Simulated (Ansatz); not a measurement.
Two structures of Si$_{2}$NH$_{9}$O, closed shell, reached by relaxing down either side of one saddle point (PBE0-D4/def2-TZVP). Energies are electronic, without zero-point energy. Computed with Ansatz 0.2.0 (basis: def2-TZVPP and def2-QZVPP); correlated methods freeze the cores. Extrapolation: Hartree–Fock as exp(−7.88 √X), correlation as X^−2.97. First:

Si1  (-0.267, 0.079, -0.265)
H2  (1.195, 0.313, -0.149)
O3  (-0.613, -1.070, 0.885)
Si4  (-0.070, -1.859, 2.196)
H5  (-0.681, -0.557, -1.537)
H6  (-1.092, 1.250, 0.116)
H7  (0.643, 2.698, -1.670)
N8  (0.253, 1.858, -2.079)
H9  (-0.783, -1.392, 3.416)
H10  (1.391, -1.631, 2.387)
H11  (-0.308, -3.318, 2.038)
H12  (-0.587, 2.122, -2.580)
H13  (0.918, 1.509, -2.758)
(Å)

Second:

```
13
angstrom
Si -1.0827 0.0546 -0.9899
H 0.6334 2.2399 1.1656
O -0.6363 -1.0904 0.0969
Si 0.2789 -1.4428 1.3996
H -1.9921 -0.6284 -1.9370
H -1.7489 1.1515 -0.2447
H 1.2882 1.8809 1.1499
N 0.1788 0.7584 -1.8920
H -0.1985 -0.6933 2.5920
H 1.7020 -1.0836 1.1528
H 0.1824 -2.8995 1.6639
H 0.7639 1.4827 -1.5108
H 0.6312 0.2697 -2.6463
```

**Question.** Which bonds change from the first to the second?

**Answer.** Si₂H₆O ([SiH3][O][SiH3]) + NH₃ → Si₂NH₇O ([NH2][SiH2][O][SiH3]) + H₂; bonds formed: Si1–N8, H2–H7; bonds broken: Si1–H2, H7–N8.

**Question.** Give the saddle point's structure and its height above each. (Judge from chemistry; the value comes from the calculation.)

**Answer.** The calculation gives: 184.5 kJ/mol above the first and 218.7 kJ/mol above the second (CCSD(T) at an estimated basis limit (MP2 extrapolated from triple and quadruple zeta, plus CCSD(T) − MP2 in triple zeta)).
| atom | x (Å) | y (Å) | z (Å) |
| --- | --- | --- | --- |
| Si1 | -0.9467 | 0.2701 | -0.5655 |
| H2 | 0.2843 | 1.0373 | 0.7168 |
| O3 | -0.5644 | -1.1486 | 0.1590 |
| Si4 | 0.3519 | -1.3635 | 1.5226 |
| H5 | -1.7173 | -0.2433 | -1.7431 |
| H6 | -1.8401 | 1.3019 | 0.0081 |
| H7 | 0.7178 | 1.3203 | -0.3554 |
| N8 | 0.4691 | 1.0730 | -1.4836 |
| H9 | -0.1655 | -0.6140 | 2.6925 |
| H10 | 1.7801 | -1.0316 | 1.2835 |
| H11 | 0.2557 | -2.8199 | 1.8077 |
| H12 | 0.2505 | 1.8045 | -2.1526 |
| H13 | 1.1245 | 0.4139 | -1.8900 |

No T1 diagnostic of these runs exceeds 0.012.

Labels in which every atom is bracketed show which atoms are joined, not bond orders.

For scale, one of the runs: CCSD(T)/def2-TZVPP, 272 basis functions, launched by `ansatz run in.yaml --threads 8 --pin off --events-out ev --progress --plain --max-ram 19148MiB`. Hardware: 8 CPU threads of an Arm Neoverse V1, shared host. Wall time 94 s; peak host memory 6.9 GiB.
